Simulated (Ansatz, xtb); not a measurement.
**C2H7OSi+: where a starting geometry ends**

The starting geometry of this gas-phase singlet was built from a drawn formula by distance geometry and a force field; its bonds are those of `OCC[SiH2+]`.

```xyz
11

C    -0.6205    0.0420   -1.7183
C    -0.2854   -0.0116   -0.2740
O    -1.7219   -0.8359   -2.0513
Si   -1.4631    0.7751    0.9309
H    -1.4166   -1.7619   -1.9685
H     0.2465   -0.2934   -2.3344
H    -0.8522    1.0193   -2.0164
H     0.7125    0.3718   -0.0961
H    -0.2102   -1.1267    0.0546
H    -1.4045    2.2638    0.6686
H    -1.0888    0.5400    2.3412
```

Q: Predict what it relaxes into with r2SCAN-D4/def2-SVP.

A: It rearranges to `C1C[SiH2][OH+]1`. Contacts that close: O3–Si4 (3.40 → 1.83 Å).

The energy falls by 2.84 eV over 20 steps:

| step | E − E(last) (eV) |
| --- | --- |
| 1 | 2.844 |
| 3 | 1.792 |
| 5 | 1.615 |
| 7 | 1.239 |
| 9 | 0.624 |
| 12 | 0.139 |
| 14 | 0.067 |
| 16 | 0.006 |
| 18 | 0.000 |
| 20 | 0.000 |

Final geometry (Å):

```yaml
atoms:
  - { symbol: C, position_ang: [-0.3594, -0.2343, -1.5882] }
  - { symbol: C, position_ang: [0.3066, 0.2248, -0.2879] }
  - { symbol: O, position_ang: [-1.7936, 0.0121, -1.1760] }
  - { symbol: Si, position_ang: [-1.3626, 0.4473, 0.5505] }
  - { symbol: H, position_ang: [-2.5427, -0.3374, -1.6939] }
  - { symbol: H, position_ang: [-0.2555, -1.3043, -1.8136] }
  - { symbol: H, position_ang: [-0.1642, 0.3825, -2.4751] }
  - { symbol: H, position_ang: [0.8790, 1.1572, -0.4006] }
  - { symbol: H, position_ang: [0.9574, -0.5379, 0.1637] }
  - { symbol: H, position_ang: [-1.8939, 1.7971, 0.8271] }
  - { symbol: H, position_ang: [-1.8753, -0.6248, 1.4301] }
```

From the same start GFN2-xTB reaches the same bonding as this run.

The end wasn't checked by frequencies. Run with Ansatz 0.2.0, 43 s on 2 threads of Arm Neoverse V1, with other jobs on the host.
